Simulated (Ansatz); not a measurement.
Harmonic frequencies (cm⁻¹) at PBE0-D4/def2-TZVP from Ansatz: 16, 36, 86, 131, 165, 205, 220, 236, 261, 298, 299, 362, 420, 454, 502, 589, 616, 813, 915, 927, 950, 1058, 1156, 1162, 1198, 1322, 1340, 1394, 1411, 1443, 1474, 1477, 1494, 1498, 3038, 3042, 3049, 3114, 3122, 3138, 3140, 3626.

Each molecule was computed in one conformer, which needn't be the lowest.

Q: Which molecule is it?
A. `CC[SiH](N)[SiH3]`
B. `Cl[SiH2][GeH3]`
C. `CC(C)N[Si](Cl)(Cl)Cl`
D. `CS[SiH3]`

A: C.
